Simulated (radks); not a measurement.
Problem. The gallium ion Ga3+ is in [Ar] 3d10. Calculated with a radial shooting solver on a logarithmic mesh with Libxc functionals: scalar-relativistic Kohn-Sham, BLYP, spin-polarised, spherical densities, finite nucleus; Fermi nuclear charge, rms radius of each element as measured or else 0.836 A^(1/3) + 0.57 fm. Open shells are filled with parallel spins first. One electron is removed from 3p, 2p, 3d, 3s in turn, with full relaxation. Which removal costs least, and what does each cost?

Solution. 3d 63.528 eV; 3p 144.21 eV; 3s 193.60 eV; 2p 1167.0 eV. The 3d electron leaves first.
